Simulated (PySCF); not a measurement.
CH₅ClO₃Si, SMILES O[Si](OC)(O)Cl. Atoms are numbered in the order given.

```xyz
11

C      2.3652    -0.4174     0.1348
O      1.1189    -0.9278    -0.2968
Si    -0.3512    -0.3127     0.0701
O     -0.6185    -0.4619     1.6824
O     -1.5259    -1.1079    -0.7554
Cl    -0.3668     1.7002    -0.4637
H      2.4823    -0.5224     1.2271
H      3.1644    -0.9885    -0.3606
H      2.4762     0.6486    -0.1299
H     -1.4508    -0.1254     2.0339
H     -1.5085    -1.0523    -1.7180
```

Geometry: B3LYP-D3(BJ)/def2-SVP. One conformer was computed; it need not be the lowest.

Computed with PySCF with PBE/pcSseg-1.

GIAO shieldings, no solvent; atoms listed in one row are averaged. δ = σ(ref) − σ: ¹³C against TMS (σ = 182.0 ppm); ¹⁷O against H2O (σ = 334.3 ppm); ²⁹Si against TMS (σ = 335.4 ppm); ³⁵Cl against HCl (σ = 936.5 ppm); ¹H against TMS (σ = 31.49 ppm), references at their B3LYP-D3(BJ)/def2-TZVP geometries, non-relativistic (without spin–orbit terms, shifts of atoms bonded to Cl or Br come out too high).

Question: Estimate the chemical shifts. (An estimate is asked for; the answer gives what the named calculation found.)

Answer: 
| nucleus | atoms | count | δ (ppm) |
|---|---|---|---|
| ¹³C | C1 | 1 | 57.3 |
| ¹⁷O | O5 | 1 | 79.0 |
| ¹⁷O | O4 | 1 | 70.2 |
| ¹⁷O | O2 | 1 | 58.4 |
| ²⁹Si | Si3 | 1 | -55.8 |
| ³⁵Cl | Cl6 | 1 | 50.2 |
| ¹H | H7, H8, H9 | 3 | 4.09 |
| ¹H | H10, H11 | 2 | 2.38 |
